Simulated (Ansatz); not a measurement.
CuN₂H₅⁻, that is Cu(NH3)(NH2) with one electron more. The state is a doublet with charge -1. Geometry r2SCAN-D4/def2-TZVP, that of the neutral singlet.

Cartesian coordinates in Å:
```
Cu 0.107 0.014 0.311
N -0.771 -0.213 -1.391
H -0.242 0.212 -2.148
H -1.697 0.211 -1.389
H -0.890 -1.198 -1.616
N 0.800 0.148 1.980
H 0.976 1.122 2.223
H 1.716 -0.297 2.029
```

At PBE-D4/def2-TZVPD, r2SCAN-D4/def2-TZVPD, PBE0-D4/def2-TZVPD the highest occupied level of the charge -1 doublet lies above zero (up to 2.04 eV). By energy differences it is unbound by 0.27 eV (vertical, to the charge 0 singlet, at PBE-D4/def2-TZVPD) and held by the finite basis.

Task: Estimate the α-spin orbital energies around the gap (eV) in Ansatz with PBE-D4/def2-TZVPD, r2SCAN-D4/def2-TZVPD, PBE0-D4/def2-TZVPD.

Result: 
| orbital | PBE-D4/def2-TZVPD | r2SCAN-D4/def2-TZVPD | PBE0-D4/def2-TZVPD |
| --- | --- | --- | --- |
| HOMO−5 | -0.93 | -1.06 | -2.98 |
| HOMO−4 | -0.91 | -1.04 | -2.98 |
| HOMO−3 | -0.89 | -1.03 | -2.94 |
| HOMO−2 | -0.65 | -0.72 | -2.14 |
| HOMO−1 | -0.09 | -0.23 | -1.48 |
| HOMO | 2.04 | 1.98 | 1.61 |
| LUMO | 3.09 | 3.24 | 3.53 |
| LUMO+1 | 3.10 | 3.34 | 3.60 |
| LUMO+2 | 3.32 | 3.66 | 3.80 |
| LUMO+3 | 4.58 | 4.86 | 5.08 |
| LUMO+4 | 4.61 | 4.90 | 5.26 |
| LUMO+5 | 4.81 | 5.07 | 5.51 |
| β HOMO | -0.05 | -0.18 | -1.37 |
| β LUMO | 2.58 | 2.92 | 3.18 |
